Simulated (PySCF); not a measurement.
TiI3, SMILES [I][Ti]([I])[I] (connectivity only; charge and spin as stated), neutral, multiplicity 2. Atoms are numbered in the order given.

```xyz
4

Ti     0.0000     0.0000     0.0000
I      2.5494     0.0000     0.0000
I     -1.2747    -2.2079     0.0000
I     -1.2747     2.2079     0.0000
```
Charge 0, spin multiplicity 2.

Geometry: PBE0-D3(BJ)/def2-SVP. The multiplicity is an assumed one; no other spin state was optimised. The isomer is the one that the SMILES or the coordinates give; other isomers of the formula were not compared. The def2 effective core potentials stand for the cores of I; spin–orbit coupling is left out.

These are PySCF with ωB97X/def2-TZVP values and carry that method's errors.

Isolated molecule, no solvent.

```
Property                                                                                                          Value
---------------------------------------------------------------------------------------------  ------------------------
total energy                                                                                        -1742.88856 hartree
point group                                                                                                         D3h
α spin, highest occupied and lowest empty level                                                      -9.79 and -1.35 eV
β spin, highest occupied and lowest empty level                                                      -9.85 and -1.14 eV
dipole moment                                                                                                    0.00 D
quadrupole, principal values (traceless, Buckingham form, about the centre of nuclear charge)    -1.22, -1.22, 2.45 D·Å
mean static polarisability                                                                       137.9 bohr³ (20.43 Å³)
polarisability, principal values                                                               88.0, 162.8, 162.9 bohr³
⟨S²⟩                                                                                            0.756 (pure state 0.75)
```
